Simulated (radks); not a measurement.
The numbers below are computed, except where a source is named.
Problem. The mean radii <r> (bohr) of the occupied orbitals of an atom or ion are listed with their occupations. Code: a radial shooting solver on a logarithmic mesh with Libxc functionals. Model: Dirac Kohn-Sham, PBE, spin-unpolarised, spherical densities, point nucleus.

orbital  occ.      <r>
1s1/2       2  0.01578
2s1/2       2  0.06575
2p1/2       2  0.05388
2p3/2       4  0.06293
3s1/2       2   0.1710
3p1/2       2   0.1615
3p3/2       4   0.1780
3d3/2       4   0.1545
3d5/2       6   0.1595
4s1/2       2   0.3768
4p1/2       2   0.3777
4p3/2       4   0.4124
4d3/2       4   0.4161
4d5/2       6   0.4271
5s1/2       2   0.8317
4f5/2       6   0.4381
4f7/2       8   0.4442
5p1/2       2   0.8856
5p3/2       4   0.9752
5d3/2       4    1.210
5d5/2       6    1.254
6s1/2       2    2.138
6p1/2       2    2.601

Name the element and its charge. Open shells, if any, fill j = l - 1/2 first.

Solution. Z = 83, bismuth, charge +1: Bi+ in [Hg] 6p2. The 1s radius gives Z: for a bare nucleus <r> = (2 gamma + 1)/(2Z) with gamma = sqrt(1 - (Z/c)^2), 0.01561 bohr for Z = 83, and screening makes it slightly larger (0.01578 here). The occupations add up to 82, and the charge is Z minus that.
